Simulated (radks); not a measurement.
Results of a calculation; reference values are marked as such.
Task: Code: a radial shooting solver on a logarithmic mesh with Libxc functionals. Model: non-relativistic Kohn-Sham, LB94 model potential, spin-unpolarised, spherical densities, point nucleus. Response by self-consistent Sternheimer equations with the Hartree and adiabatic LDA kernel. For heavy and open-shell atoms this level of theory can miss by tens of per cent. Estimate the static dipole polarisabilities of Os+ ([Xe] 4f14 5d6 6s1) and Hg5+ ([Xe] 4f14 5d7) and the C6 coefficients of the three pairs.

Result: alpha = 29.51 and 3.048 bohr^3; C6 = 222.1 (Os+-Os+), 45.84 (Os+-Hg5+), 14.23 (Hg5+-Hg5+) hartree bohr^6.
